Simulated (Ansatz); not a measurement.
Energy difference R1 → 2 P1 + 4 P2 + P3, each structure at its B3LYP-D3(BJ)/def2-TZVP stationary point, reached from a drawn start (curvature not checked).
R1: H2O4S (SMILES O=S(=O)(O)O), charge 0, multiplicity 1.
P1: H atom, charge 0, multiplicity 2.
P2: O atom, charge 0, multiplicity 3.
P3: S atom, charge 0, multiplicity 3.

P less R. No zero-point or thermal terms; singlets are restricted closed shells; open shells are unrestricted; no spin–orbit coupling. One arrangement of each flexible species, with no search for the lowest.

Correlated levels freeze the cores.

Run with Ansatz (Gaussian orbitals). Each number belongs to the level named beside it.

Total energies in hartree:

```
structure  PBE/def2-TZVPP  r2SCAN/def2-TZVPP  CCSD(T)/cc-pV(Q+d)Z
---------  --------------  -----------------  -------------------
R1            -699.974512        -700.281449          -699.580044
P1              -0.499616          -0.499927            -0.499946
P2             -75.009672         -75.058615           -74.993565
P3            -397.938368        -398.083708          -397.667852
```

Task: Work out the reaction energy at each level in kcal/mol (1 hartree = 627.50947 kcal/mol), and say how far PBE/def2-TZVPP lies from CCSD(T)/cc-pV(Q+d)Z.

Result: 
- PBE/def2-TZVPP: 4 × (-75.009672) + 2 × (-0.499616) + (-397.938368) − (-699.974512) = 0.998224 hartree = 626.40 kcal/mol
- r2SCAN/def2-TZVPP: 4 × (-75.058615) + 2 × (-0.499927) + (-398.083708) − (-700.281449) = 0.963427 hartree = 604.56 kcal/mol
- CCSD(T)/cc-pV(Q+d)Z: 4 × (-74.993565) + 2 × (-0.499946) + (-397.667852) − (-699.580044) = 0.938040 hartree = 588.63 kcal/mol
PBE/def2-TZVPP less CCSD(T)/cc-pV(Q+d)Z: 37.77 kcal/mol. CCSD(T)/cc-pV(Q+d)Z is the level counted from, the highest shown, and no exact or measured value.

Ansatz is a first-principles code.
